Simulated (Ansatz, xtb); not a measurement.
# Relaxing a trial structure of FH2SbSi

The starting geometry of this gas-phase singlet has its atoms placed at random.

```xyz
5

F    -0.6842   -1.0059    0.8254
Sb   -0.7414    1.5383    1.1037
Si   -0.0868   -0.2206   -0.8949
H    -0.9351   -1.1157    0.0621
H     1.2612    0.4030    0.8740
```

Problem. One run relaxed it with r2SCAN-D4/def2-SVP. What is a likely outcome?

Solution. It loosens into HSbSi + FH, which stay close as a complex. Distances that change by over a tenth: F1–Si3 (1.98 → 3.07 Å), F1–H4 (0.81 → 0.93 Å), Sb2–Si3 (2.74 → 2.38 Å). Contacts that open: Si3–H4 (1.56 → 2.72 Å). Contacts that close: Sb2–H5 (2.31 → 1.87 Å), Si3–H5 (2.31 → 1.74 Å).

The energy falls by 5.16 eV over 20 steps:

```csv
step,E − E(last) (eV)
1,5.159
3,1.038
5,0.222
7,0.033
9,0.026
12,0.005
14,0.001
16,0.001
18,0.000
20,0.000
```

Final geometry (Å):

```xyz
5

F    -0.9119   -1.9978    0.6243
Sb   -0.5755    1.6698    0.7874
Si    0.4068    0.3126   -0.9094
H    -1.1420   -1.1107    0.8086
H     1.0363    0.7253    0.6593
```

From the same start GFN2-xTB ends elsewhere, differing in Sb2–H5 (2.95 against 1.87 Å here).

From so rough a start the end depends on the optimiser's path, so another program may land elsewhere. The end wasn't checked by frequencies. Atoms past krypton carry core potentials, without spin–orbit terms. Run with Ansatz 0.2.0, 49 s on 1 thread of Intel(R) Xeon(R) Platinum 8259CL CPU @ 2.50GHz (Skylake/Cascade Lake), on a shared host.
